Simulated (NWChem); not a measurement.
C₂H₂F₂O₂; SMILES O=C(O)C(F)F

```xyz
8

O      1.1951    -1.2364     0.2833
C      0.1376    -0.7686    -0.0189
O     -0.9977    -1.4511    -0.1457
C     -0.0872     0.7071    -0.3609
F      1.0101     1.4027    -0.0555
F     -1.1274     1.1826     0.3486
H     -0.8020    -2.3774     0.0671
H     -0.3103     0.8258    -1.4376
```
Atoms are numbered in this order, from 1.

Level: PBE0/def2-SVP (NWChem), optimised geometry, unscaled harmonic frequencies. 

| frequency (cm⁻¹) | IR intensity (km/mol) |
|---|---|
| 34 | 0.9 |
| 242 | 1.0 |
| 326 | 1.5 |
| 454 | 4.6 |
| 553 | 9.8 |
| 591 | 38.2 |
| 663 | 128.6 |
| 769 | 49.4 |
| 952 | 9.9 |
| 1177 | 137.0 |
| 1198 | 342.8 |
| 1230 | 26.7 |
| 1341 | 67.4 |
| 1396 | 37.3 |
| 1476 | 26.6 |
| 1940 | 296.2 |
| 3080 | 27.6 |
| 3803 | 100.4 |

The zero-point energy is 30.3 kcal/mol and the thermal correction to the enthalpy at 298.15 K (with zero-point energy) is 34.4 kcal/mol. The heat capacity Cv is 17.9 cal/(mol K) and the entropy at 298.15 K and 1 atm (symmetry number 1) comes out as 77.3 cal/(mol K). The dipole moment is 2.52 D.

Rigid rotor and harmonic oscillator; modes under 100 cm⁻¹ make the entropy uncertain.
